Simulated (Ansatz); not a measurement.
Geometry optimisation, Ansatz 0.2.0, RKS B3LYP-D4/def2-SVP.

The input (input.yaml):

```yaml
crystal:
  periodic: [false, false, false]
  atoms:
    - { symbol: In, position_ang: [0.00081, 0.233994, 0.012202] }
    - { symbol: Cl, position_ang: [0.003464, 0.365237, 2.421733] }
    - { symbol: Cl, position_ang: [2.031936, 0.230162, -1.139765] }
    - { symbol: Cl, position_ang: [-2.034772, 0.174142, -1.130593] }
    - { symbol: H, position_ang: [0.085648, -2.562708, 1.004515] }
    - { symbol: H, position_ang: [0.071715, -2.043027, 1.503009] }
basis:
  gaussian: { orbitals: def2-SVP }
hamiltonian:
  xc: b3lyp
  dispersion: d4
relax:
  f_tol: 0.03
  max_steps: 50
```

Command:

```bash
$ ansatz run input.yaml --threads 2 --pin off --max-ram 3072MiB --backend cpu --events-out ev --progress --plain --runs-dir out
```

Problem. Where does it end, and by what steps?

Solution. The forces met the threshold. After 7 steps the energy has fallen by 0.129 eV; Cl2 moved furthest, 0.41 Å.

| step | energy less start (eV) | largest force component (eV/Å) | accepted |
| --- | --- | --- | --- |
| 0 | 0.0000 | 1.277 | yes |
| 1 | -0.1058 | 0.144 | yes |
| 2 | -0.1098 | 0.141 | yes |
| 3 | -0.1240 | 0.260 | yes |
| 4 | -0.1274 | 0.219 | yes |
| 5 | -0.1288 | 0.121 | yes |
| 6 | -0.1291 | 0.033 | yes |
| 7 | -0.1294 | 0.001 | yes |

```xyz
6
Properties=species:S:1:pos:R:3
In 0.006 0.217 0.170
Cl 0.001 0.779 2.443
Cl 2.027 0.069 -0.999
Cl -2.015 -0.009 -0.987
H 0.079 -2.468 0.666
H 0.061 -2.190 1.377
```

Run time: 21 s on 2 threads of Arm Neoverse V1, on a shared host, peak memory 0.21 GiB.
